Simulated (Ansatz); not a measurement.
Start from `FB1CC1Cl` and change one atom or group to get `FB1CC1[SiH3]`.

Ansatz, PBE0-D4/def2-TZVP geometries, multiplicity 1. 

```tsv
property	`FB1CC1Cl`
HOMO energy (PBE/def2-TZVPP) / eV	-6.09
HOMO–LUMO gap (B3LYP/def2-TZVPP) / eV	5.68
size of the dipole moment (PBE/def2-TZVPP) / D	1.82
HOMO energy (ωB97M-V/def2-TZVPP) / eV	-9.70
size of the dipole moment (B3LYP/def2-TZVPP) / D	1.90
LUMO energy (B3LYP/def2-TZVPP) / eV	-1.56
```

Give the same properties after the change, and the shifts. (Estimate.)

Computed: 
| property | `FB1CC1[SiH3]` | shift |
| --- | --- | --- |
| HOMO energy (PBE/def2-TZVPP) / eV | -6.22 | -0.13 |
| HOMO–LUMO gap (B3LYP/def2-TZVPP) / eV | 6.44 | 0.76 |
| size of the dipole moment (PBE/def2-TZVPP) / D | 1.05 | -0.77 |
| HOMO energy (ωB97M-V/def2-TZVPP) / eV | -9.82 | -0.12 |
| size of the dipole moment (B3LYP/def2-TZVPP) / D | 1.08 | -0.82 |
| LUMO energy (B3LYP/def2-TZVPP) / eV | -0.91 | 0.65 |

With PBE0 the HOMO falls by 0.10 eV and the LUMO rises by 0.66 eV, so the gap widens by about 0.76 eV. PBE moves the HOMO by -0.13 eV and ωB97M-V by -0.12 eV. Dipoles are sizes alone; their direction can turn.

B3LYP here is the variant with VWN-RPA as its local correlation; programs differ in this.
